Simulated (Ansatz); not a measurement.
Abridged output of a molecular run in Ansatz:

```
Functional definition: HF
990 factors; integrals over basis functions are off by at most 1.1e-3 eV
mean field evaluation 1: about -38569.3464 eV, gradient 2.5e1 eV
mean field evaluation 2: about -38569.3602 eV, gradient 2.5e1 eV
mean field evaluation 4: about -38571.6792 eV, gradient 2.8e0 eV
mean field evaluation 8: about -38571.7168 eV, gradient 2.2e-4 eV
mean field -38571.71675366 eV, -1417.4844458484 hartree, gradient 1.6e-6 eV, S^2 0.000000; 0 other end points of the search recorded, 0 dependent functions left out
21 core orbitals not correlated: weight in the atoms' cores, before any rotation towards them, 1.000 or more for the frozen orbitals, at most 0.000 for the correlated occupied ones
reference -38571.71675366 eV, -1417.4844458484 hartree; 14, 14 occupied and 71, 71 virtual orbitals, 990 factors
second order -15.52875774 eV of doubles, -0.00000000 eV of singles
cycle   1  -16.50480968 eV  change   -9.8e-1 eV  update   1.0e-1
cycle   2  -16.99812869 eV  change   -4.9e-1 eV  update   3.2e-2
cycle   3  -17.09233973 eV  change   -9.4e-2 eV  update   1.6e-2
cycle   4  -17.08708109 eV  change    5.3e-3 eV  update   4.2e-3
cycle   5  -17.08646377 eV  change    6.2e-4 eV  update   1.8e-3
cycle   6  -17.08625574 eV  change    2.1e-4 eV  update   6.3e-4
cycle   7  -17.08612554 eV  change    1.3e-4 eV  update   2.5e-4
cycle   8  -17.08616851 eV  change   -4.3e-5 eV  update   9.9e-5
cycle   9  -17.08618084 eV  change   -1.2e-5 eV  update   3.9e-5
cycle  10  -17.08616322 eV  change    1.8e-5 eV  update   1.6e-5
perturbative correction -0.63304659 eV, -0.0232640329 hartree
Total energy: -38589.43596347 eV, -1418.1356147984 hartree
```

Its atoms:

```xyz
9

P    -1.340   -0.988    1.095
S     0.320   -0.390    2.228
Al    0.411    0.486    0.204
C     1.178    0.640   -1.535
S     0.359    2.270   -0.946
H    -1.392   -2.395    1.202
H    -2.470   -0.656    1.873
H     0.688    0.257   -2.428
H     2.245    0.777   -1.693
```

Question: Which basis set was used?
A. cc-pV(Q+d)Z
B. def2-SVP
C. def2-TZVPP
D. cc-pV(T+d)Z

Answer: B. It gives 106 functions.

Question: Write the keys of the input that set method, charge and spin (a neutral closed shell needs none for the last two).

Answer: 
```yaml
correlation: {method: ccsd_t}
```
